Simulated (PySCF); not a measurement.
A structure optimised at PBE-D3(BJ)/def2-SVP, used in a PySCF frequency run:

```
Ge
H 1 1.5488
C 1 1.9512 2 115.99
H 3 1.1059 1 109.09 2 180.00
H 3 1.1072 4 109.58 1 -119.63
H 3 1.1072 4 109.58 5 -120.74
Br 1 2.3299 2 107.18 3 121.63
Br 1 2.3299 2 107.18 3 -121.63
```
Charge 0, spin multiplicity 1.

Question: Write its SMILES, formula and point group.

Answer: [CH3][GeH]([Br])[Br], CH4Br2Ge, Cs

Question: What are its rotational constants (standard atomic weights)?

Answer: 2.5548, 0.83912, 0.67664 GHz
